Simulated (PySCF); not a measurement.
A calculated (UHF, PySCF 2.14, cc-pVDZ-DK, the spin-free X2C one-electron Hamiltonian (Gaussian nucleus)) atom or ion has these occupied shells.

```tsv
shell	electrons	orbital energy (eV)	rms radius, mean of both spins (bohr)
1s α	1	-14415.7	0.0478
1s β	1	-14415.5	0.0478
2s α	1	-1972.8	0.199
2s β	1	-1972.7	0.199
2p α	3	-1740.8	0.177
2p β	3	-1740.6	0.177
3s α	1	-317.60	0.565
3s β	1	-317.30	0.565
3p α	3	-241.21	0.581
3p β	3	-240.81	0.581
3d α	5	-114.08	0.612
3d β	5	-113.86	0.612
4s α	1	-44.510	1.67
4s β	1	-41.222	1.67
4p α	3	-25.599	1.99
4p β	2	-24.218	1.99
```

Name the element and its charge.

Kr⁺ (krypton, charge +1), in [Ar] 3d10 4s2 4p5, 2P determinant.
